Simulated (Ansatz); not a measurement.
`[OH][AlH][CH]=S`. Total charge 0; spin multiplicity 1.

| atom | x (Å) | y (Å) | z (Å) |
| --- | --- | --- | --- |
| O1 | 0.274 | -0.818 | -1.654 |
| Al2 | -0.156 | -0.886 | -0.021 |
| C3 | -0.093 | 0.829 | 0.958 |
| S4 | 0.359 | 2.138 | 0.118 |
| H5 | 0.523 | 0.034 | -2.020 |
| H6 | -0.569 | -2.270 | 0.606 |
| H7 | -0.336 | 0.973 | 2.015 |

Question: What are the harmonic wavenumbers in cm⁻¹ at PBE0-D4/def2-TZVP (Ansatz, finite differences of forces, unscaled)? (Estimate.)

Answer: Ansatz gave: 74, 120, 268, 417, 515, 570, 635, 698, 735, 876, 1085, 1211, 1968, 3066, 3900.

Question: Is this a minimum?

Answer: Yes, all 15 modes are real.

Question: Give the ideal-gas thermochemistry at 298.15 K and 1 bar (rigid rotor, harmonic oscillator; point group Cs, symmetry number 1).

Answer: Zero-point energy 96.5 kJ/mol; H(298) − E = 114.5 kJ/mol; entropy 324.8 J/(mol·K), of which translation 165.0, rotation 109.5, vibration 50.3; G(298) − E = 17.7 kJ/mol. Modes under 100 cm⁻¹ are hindered rotations or soft bends, so the harmonic entropy is rough.
